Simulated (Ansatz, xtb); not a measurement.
# Relative energy of two isomers of C6H6Si

Structure I is `C#CC1=C[SiH2]C=C1`, a singlet and structure II is `C#CC1=CC=C[SiH2]1`, a singlet. Both are isolated molecules in the gas phase, relaxed with r2SCAN-D4/def2-SVP.

I (Å):

```xyz
13

C     2.3630   -2.5942   -0.3512
C     1.4876   -1.7768   -0.5772
C     0.4877   -0.7954   -0.8320
C    -0.7775   -1.0717   -1.2736
C    -0.1783    1.5401   -0.8706
C     0.8060    0.6493   -0.6132
Si   -1.6716    0.5632   -1.4433
H     3.1259   -3.3248   -0.1554
H    -1.1005   -2.0981   -1.4612
H    -2.1019    0.8731   -2.8413
H    -2.8638    0.6947   -0.5505
H    -0.0318    2.6149   -0.7379
H     1.8082    0.9186   -0.2592
```

II (Å):

```yaml
atoms:
  - { symbol: C, position_ang: [1.6851, -3.1092, -0.4069] }
  - { symbol: C, position_ang: [1.0165, -2.1015, -0.5825] }
  - { symbol: C, position_ang: [0.3040, -0.9093, -0.8005] }
  - { symbol: C, position_ang: [-1.0507, -0.7454, -0.6723] }
  - { symbol: C, position_ang: [-1.5884, 0.5923, -0.9511] }
  - { symbol: C, position_ang: [-0.7095, 1.5640, -1.3137] }
  - { symbol: Si, position_ang: [0.9887, 0.7800, -1.3242] }
  - { symbol: H, position_ang: [2.2592, -4.0030, -0.2488] }
  - { symbol: H, position_ang: [-1.7168, -1.5640, -0.3764] }
  - { symbol: H, position_ang: [-2.6682, 0.7637, -0.8593] }
  - { symbol: H, position_ang: [-1.0317, 2.5840, -1.5378] }
  - { symbol: H, position_ang: [1.9421, 1.3512, -0.3270] }
  - { symbol: H, position_ang: [1.6485, 0.7458, -2.6633] }
```

Quicker runs give these differences E(II) − E(I): GFN2-xTB −8.60 kJ/mol; HF/STO-3G −5.55 kJ/mol (at GFN2-xTB geometries); r2SCAN-D4/def2-SVP//GFN2-xTB −11.85 kJ/mol.

Estimate E(II) − E(I) at the level CCSD(T)/def2-SVP + ΔMP2/def2-TZVPP.

Too close to call at this level: CCSD(T)/def2-SVP + ΔMP2/def2-TZVPP gives E(II) − E(I) = −3.89 kJ/mol.

The same difference at several levels:

```
                             level            geometry  E(II) − E(I) (kJ/mol)  departure from the last row (kJ/mol)  job, with rough time for the two
                          GFN2-xTB            GFN2-xTB                   −8.60                                 −4.70              optimisation, 0.16 s
                         HF/STO-3G            GFN2-xTB                   −5.55                                 −1.65              single point, 0.42 s
      r2SCAN-D4/def2-SVP//GFN2-xTB            GFN2-xTB                  −11.85                                 −7.96               single point, 2.7 s
                r2SCAN-D4/def2-SVP  r2SCAN-D4/def2-SVP                  −12.02                                 −8.13                optimisation, 22 s
                       HF/def2-SVP  r2SCAN-D4/def2-SVP                   −4.59                                 −0.70           part of the CCSD(T) run
                      MP2/def2-SVP  r2SCAN-D4/def2-SVP                   −5.34                                 −1.45           part of the CCSD(T) run
                  CCSD(T)/def2-SVP  r2SCAN-D4/def2-SVP                   −4.22                                 −0.33                      single point
CCSD(T)/def2-SVP + ΔMP2/def2-TZVPP  r2SCAN-D4/def2-SVP                   −3.89                                                      single point, 40 s
```

As drawn, both hold the same kinds of bond in the same numbers.

The largest departure from CCSD(T)/def2-SVP + ΔMP2/def2-TZVPP is that of r2SCAN-D4/def2-SVP, 8.13 kJ/mol. The last row adds to CCSD(T) the change of the MP2 difference between the two basis sets, here +0.33 kJ/mol.

With thermal terms from frequencies at re-optimised GFN2-xTB minima (ideal gas, soft modes damped towards free rotors, one conformer each, 298.15 K, 1 atm): the zero-point term adds −0.01 kJ/mol; ΔH is −3.77 and ΔG −3.96 kJ/mol.

The correlated steps freeze 11 core orbitals. Programs: Ansatz 0.2.0, xtb 6.7.1; the last row on 2 threads of Intel(R) Xeon(R) 6975P-C (Granite Rapids) on a shared host.
